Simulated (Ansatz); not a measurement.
Basis-set extrapolation for `OB(O)O[SiH3]` (PBE0-D4/def2-TZVP geometry, frozen core, Ansatz 0.2.0). Multiplicity 1, RHF reference.

```json
{"": "HF", "def2-TZVPP": "-541.462822", "def2-QZVPP": "-541.484521"}
{"": "MP2 correlation", "def2-TZVPP": "-0.929148", "def2-QZVPP": "-1.003723"}
{"": "CCSD(T) correlation", "def2-TZVPP": "-0.990657", "def2-QZVPP": "not run"}
```

Energies in hartree. Use E(X) = E(∞) + A·exp(−7.88·√X) for Hartree–Fock and E(X) = E(∞) + B·X^(−2.97) for correlation, with X = 3 and 4, and add CCSD(T) minus MP2 of the smaller set to the MP2 limit.

What is the CCSD(T) energy at the basis-set limit?

HF limit: -541.484521 + (-0.021699) × 0.13774 = -541.48751. MP2 limit: -1.003723 + (-0.074575) × 0.74074 = -1.05896. Higher-order term: -0.990657 − (-0.929148) = -0.06151. Total: -542.60798 hartree, 405.6 kJ/mol below CCSD(T)/def2-TZVPP.
